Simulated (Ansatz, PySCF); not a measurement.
System: CH3N, charge 0, singlet. CH3N (SMILES C=N).
B3LYP-D3(BJ)/def2-TZVP minimum from Ansatz (an electronic-structure program):
```
C
N 1 1.2631
H 2 1.0217 1 111.31
H 1 1.0903 2 118.89 3 -180.00
H 1 1.0949 4 116.21 2 -180.00
```
Charge 0, spin multiplicity 1.

Quantity: enthalpy of formation at 298 K (by atomisation, with ideal-gas terms from PySCF's Hessian at B3LYP-D3(BJ)/def2-TZVP and the atoms' measured values of the G2/97 table; no spin-orbit terms), in kcal/mol. Radicals and triplets start from unrestricted determinants; spin-orbit coupling is neglected. CBS(X,Y): correlation extrapolated as X^-3, Hartree-Fock from the larger set (Q,5: extrapolated as (X+1)exp(-9√X)). A bracket is a step between two methods taken in the basis named. The functionals are non-relativistic, so their misses hold any scalar relativity. Double hybrids freeze cores in their MP2 part. '+ core + X2C': CCSD(T) terms for core correlation (cc-pwCVTZ) and scalar relativity (cc-pVTZ-DK). For partners of very few electrons the exact lower level stands in for a higher one.

Measured: 21.2 kcal/mol, 88.7 kJ/mol (Active Thermochemical Tables 1.112 (ions: stationary electron), as tabulated in the package chemicals); atomic spin-orbit terms, which the calculations lack, would raise the computed values.

Problem. What does PBE/def2-TZVPD (Ansatz) give here, and how do the other levels compare?

Solution. PBE gives 9.1 kcal/mol, 12.1 kcal/mol below it. Errors of the others: r2SCAN/def2-TZVPD (Ansatz) 4.0; B3LYP/def2-TZVPD (Ansatz) -1.7; PBE0/def2-TZVPD (Ansatz) 0.9; B2PLYP/def2-TZVPD (Ansatz) 4.1; CCSD(T)/CBS(cc-pVQZ,cc-pV5Z) + core + X2C (Ansatz) 0.3; CCSD(T)/CBS(cc-pVQZ,cc-pV5Z) + [CCSDT(Q) - CCSD(T)]/cc-pVTZ + [CCSDTQ - CCSDT(Q)]/cc-pVDZ + core + X2C (Ansatz) 0.2 kcal/mol. Nearer than PBE: r2SCAN/def2-TZVPD, B3LYP/def2-TZVPD, PBE0/def2-TZVPD, B2PLYP/def2-TZVPD, CCSD(T)/CBS(cc-pVQZ,cc-pV5Z) + core + X2C, CCSD(T)/CBS(cc-pVQZ,cc-pV5Z) + [CCSDT(Q) - CCSD(T)]/cc-pVTZ + [CCSDTQ - CCSDT(Q)]/cc-pVDZ + core + X2C.
